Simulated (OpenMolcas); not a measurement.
**Ti2+: effect of the active space**

```json
{
 "Program": "OpenMolcas",
 "Method": "CASSCF or its RAS form",
 "Basis": "ANO-R2",
 "Scalar Hamiltonian": "X2C, finite nucleus",
 "Spin-orbit coupling": "RASSI with atomic mean-field integrals over the reference wave functions, term energies averaged over their components"
}
```

A. 2 electrons in 5 orbitals (3d); 2S+1 = 3 even, 10 roots; 2S+1 = 1 even, 15 roots; cost about 5 core-seconds
B. 2 electrons in 6 orbitals (3d 4s); 2S+1 = 3 even, 15 roots; 2S+1 = 1 even, 20 roots kept (CI in the orbitals of an earlier block); cost of the order of 10 core-seconds
C. 8 electrons in 8 orbitals (RAS1 3p, at most 2 holes; RAS2 3d); 2S+1 = 3 even, 10 roots; 2S+1 = 1 even, 15 roots; cost roughly 14 core-seconds
D. 2 electrons in 10 orbitals (3d 4d); 2S+1 = 3 even, 10 roots; 2S+1 = 1 even, 15 roots; cost about 11 core-seconds

Energies in cm⁻¹ above 3d² ³F₂, the measured ground level; measured values from Corliss and Sugar, J. Phys. Chem. Ref. Data 8, 1 (1979).

```csv
Level,A,B,C,D,Measured
3d² ³F₂,0.0,0.0,0.0,0.0,0.0
3d² ³F₃,187,191,206,189,185
3d² ³F₄,431,439,474,435,420
3d² ¹D₂,11289,11339,10479,10794,8474
3d² ³P₀,13502,13690,13004,12987,10538
3d² ³P₁,13566,13756,13074,13051,10604
3d² ³P₂,13702,13894,13220,13184,10721
3d² ¹G₄,17390,17822,18428,16630,14398
3d² ¹S₀,42169,43179,38013,39291,32476
```

Deviations, from unrounded energies. A percentage is the sum of absolute deviations over the sum of measured energies, with the sign that they share, or ± where signs differ.

```csv
Against measurement,Levels,A,B,C,D
mean absolute deviation (cm-1),8,3100,3300,2400,2300
fine structure of the ground term (%),2,+2.2,+4.1,+12.2,+3.1
other terms of the ground configuration (%),6,+28.0,+30.4,+21.8,+21.5
```

C, D lie about equally close to measurement and B furthest from it. The largest miss of D in the table is 3d² ¹S₀, by +6800 cm-1. The ranking rests on the paired levels alone, and a cruder setting can come out closer through cancelling errors.

Among A to D the level of the table that moves most is 3d² ¹S₀, by 5200 cm-1 (lowest in C, highest in B).

Without dynamic correlation excited terms often stand tens of per cent too high (terms of higher spin than the ground term too low), and those without a measured partner can miss by more than the paired ones. Terms from blocks run as CI alone lack orbitals of their own (holds for B). Active for correlation alone: 3p; no level in the range computed is led by a configuration that opens it, so any true level of that kind is missing (holds for C). Active for correlation alone: 4d; no level in the range computed is led by a configuration that fills it, so any true level of that kind is missing (holds for D). Computed and measured levels are paired by configuration, term and J; levels that our copy of the source lacks, or whose pairing is in doubt (as where it misses far off the trend of its configuration), stay unpaired and out of the deviations. Levels of configurations outside the active space are missing. The table leaves out levels that lie high or whose names do not pair safely across all columns.
